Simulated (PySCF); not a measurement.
## TDDFT excited states: C7H5N3

Compound: C₇H₅N₃.
Numbering: `[CH2:1]=[C:2]([CH3:3])[C:4]([C:5]#[N:6])([C:7]#[N:8])[C:9]#[N:10]` (hydrogens: H11, H12 on C1; H13, H14, H15 on C3)

Cartesian coordinates in Å at the GFN2-xTB level; atoms count from 1:
```
atom  x, y, z in Å
C1     1.2361    0.5159   -1.2663
C2     0.6246    0.0485   -0.1931
C3     1.3102   -0.5588    0.9873
C4    -0.9068    0.0938   -0.0664
C5    -1.2805    0.8753    1.1078
N6    -1.5526    1.4936    2.0264
C7    -1.4262   -1.2608    0.0896
N8    -1.8127   -2.3272    0.2055
C9    -1.5665    0.6895   -1.2214
N10   -2.0941    1.1539   -2.1193
H11    0.7116    0.9483   -2.1016
H12    2.3090    0.4783   -1.3418
H13    0.9736   -1.5850    1.1415
H14    1.0841    0.0039    1.8941
H15    2.3859   -0.5614    0.8358
```

Computed, not measured: TDDFT PBE0/def2-SVPD, vertical, gas phase, core orbitals frozen in the response (PySCF 2.14.0, density-fitted response routines).

```
state  E (eV)  E (kJ/mol)  λ (nm)       f  symmetry  main configurations (H = HOMO, L = LUMO)
   S1    6.53         630   189.8  0.0016         –                               H→L+1 (96%)
   S2    6.79         655   182.7   0.037        A′                    H→L+3 (56%), H→L (43%)
   S3    6.81         657   182.1  0.0020         –                               H→L+2 (96%)
   S4    7.29         703   170.1   0.294        A′                    H→L (52%), H→L+3 (42%)
   S5    7.59         732   163.3  0.0001         –  H-1→L+2 (38%), H-4→L+3 (10%), H-4→L (9%)
   S6    7.59         732   163.3  0.0000         –   H-1→L (22%), H-4→L+1 (20%), H-3→L (12%)
```

Triplets, Tamm–Dancoff:

```
state  E (eV)  λ (nm)   main configurations (H = HOMO, L = LUMO)
   T1    4.39   282.7                                  H→L (86%)
   T2    6.19   200.3  H→L+1 (17%), H-4→L+2 (17%), H-2→L+2 (13%)
```

The lowest singlet lies at 6.53 eV (190 nm, vacuum ultraviolet) and is very weak; its leading configuration is HOMO→LUMO+1 (96%). The strongest level in the table is S4 at 7.29 eV (170 nm, f = 0.294). S5/S6 lie within about 0.01 eV of each other. Löwdin shares by element: HOMO carbon 80% or more (atoms not listed hold the other 20%); LUMO carbon 57% or more, nitrogen 5% or more (atoms not listed hold the other 38%). The oscillator strengths of these states sum to 0.335; summed over the whole spectrum of an exact calculation they would give the number of electrons, 68 (Thomas–Reiche–Kuhn). Orbital energies (eV): HOMO-3 -10.74, HOMO-2 -10.73, HOMO-1 -10.63, HOMO -8.98, LUMO -1.42, LUMO+1 -1.14, LUMO+2 -0.99. The listed states span 1.06 eV, and the widest gap between neighbours is 0.48 eV (S3 to S4). Symmetry labels in Cs follow from the direction of the transition dipole and are given only for states with f of 0.002 or more. The window holds the lowest 6 singlets.

One conformer stands for the species.
